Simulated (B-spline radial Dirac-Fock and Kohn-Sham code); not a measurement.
Internal conversion coefficients of Sc at 40.1 keV

Z = 21 (scandium), transition energy 40.1 keV. Level of theory: a Dirac-Hartree-Slater potential of the neutral atom with a Latter tail (no hole, which puts coefficients of high multipoles low close above an edge), finite nucleus with surface currents; an atomic code on a B-spline grid. Subshells that would emit electrons below 1 keV are left out.

The run's input, task.json:

```json
{"items": [{
  "Z": 21,
  "q": 0,
  "cfg": [[1, 0, 2], [2, 0, 2], [2, 1, 6], [3, 0, 2], [3, 1, 6], [3, 2, 1], [4, 0, 2]],
  "A": 45,
  "rrms": 3.5459,
  "do": "conversion",
  "gamma": [40.1],
  "edges": {"K": 4492.0, "L1": 498.0, "L2": 403.6, "L3": 398.7, "M1": 60.12}
}]}
```

Launch: `python xray2_run.py task.json out`

```
subshell  electron energy (keV)        E1        E3      E4        M2     M5
       K                  35.61     0.393       199    3920      4.06  44000
      L1                  39.60    0.0320      15.4     291     0.395   5950
      L2                  39.70   0.00107      7.97     397    0.0288   1380
      L3                  39.70   0.00197      13.3     651    0.0317   6050
      M1                  40.04   0.00433      2.07    39.0    0.0544    849
      M2                  40.06  0.000133      1.01    50.3   0.00364    177
      M3                  40.06  0.000246      1.67    82.4   0.00401    789
      M4                  40.09  3.19e-08  0.000144  0.0199  5.07e-07  0.269
      M5                  40.09  4.68e-08  0.000201  0.0266  1.45e-07  0.354
      N1                  40.09  0.000306     0.146    2.75   0.00385   60.3
   total                            0.433       241    5440      4.58  59300
```

**Question.** For a pure E1 transition, what fraction of decays emits a photon?

**Answer.** 1/(1 + α) = 0.698 with the total α = 0.433.

Values without a named source are computed, but for edge energies of neutral atoms, which are taken from tables.
